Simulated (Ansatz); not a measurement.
One change: `OCO[SiH2]O` becomes `OCO`.

Ansatz, PBE0-D4/def2-TZVP geometries, multiplicity 1. Each molecule was computed in one conformer, which needn't be the lowest.

```tsv
property	`OCO[SiH2]O`
LUMO energy (PBE/def2-TZVPP) / eV	-0.25
LUMO energy (PBE0/def2-TZVPP) / eV	0.64
HOMO–LUMO gap (PBE0/def2-TZVPP) / eV	9.23
HOMO energy (PBE/def2-TZVPP) / eV	-7.01
HOMO energy (B3LYP/def2-TZVPP) / eV	-8.37
HOMO–LUMO gap (ωB97M-V/def2-TZVPP) / eV	13.09
```

Question: What does the change do to each property? (Estimate.)

Answer: Ansatz gave: 
```csv
property,`OCO`,shift
LUMO energy (PBE/def2-TZVPP) / eV,0.20,0.45
LUMO energy (PBE0/def2-TZVPP) / eV,1.09,0.45
HOMO–LUMO gap (PBE0/def2-TZVPP) / eV,9.38,0.15
HOMO energy (PBE/def2-TZVPP) / eV,-6.56,0.45
HOMO energy (B3LYP/def2-TZVPP) / eV,-8.05,0.32
HOMO–LUMO gap (ωB97M-V/def2-TZVPP) / eV,13.28,0.19
```

With PBE0 the HOMO rises by 0.29 eV and the LUMO rises by 0.45 eV, so the gap widens by about 0.16 eV. PBE moves the HOMO by 0.45 eV and ωB97M-V by 0.19 eV.

B3LYP here is the variant with VWN-RPA as its local correlation; programs differ in this.
